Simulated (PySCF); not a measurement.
## Dipole response of In (indium, neutral)

[Kr] 4d10 5s1 5p2, high-spin 4P determinant (an excited configuration). All numbers are calculated (PySCF 2.14, scalar relativity by spin-free X2C-1e, in aug-cc-pVQZ-DK3 (9s8p6d3f2g, 102 functions)). Coupled (time-dependent) response in atomic units; α is the mean over directions.

| method | mean α (bohr³) | α xx, yy, zz | C₆ (like pair) | S(−4) |
| --- | --- | --- | --- | --- |
| UHF | 67.23 | 56.40, 72.64, 72.64 | 726.5 | 1861 |
| PBE | 76.79 | 58.75, 85.81, 85.81 | 841.2 | 2927 |
| PBE0 | 71.81 | 56.49, 79.48, 79.48 | 778.1 | 2382 |

S(−4) is the Cauchy moment in α(ω) = α(0) + S(−4) ω² + …

Spin-orbit coupling is absent.

α(iu) at UHF:

```csv
u (hartree),α(iu) (bohr³)
0,67.23
0.0500,62.94
0.100,53.30
0.200,34.58
0.300,22.94
0.500,12.17
0.750,7.124
1.00,4.891
1.50,2.889
2.00,1.964
3.00,1.089
5.00,0.4702
```

A single London oscillator, α(iu) = α/(1 + u²/ω²), gives C₆ = (3/4) ω α². Matching the computed C₆ needs ω = 4 × 726.5 / (3 × 67.23²) = 0.214 hartree.

The components differ because the open shell of this determinant is not spherical; for a pure term their mean is the scalar polarisability.
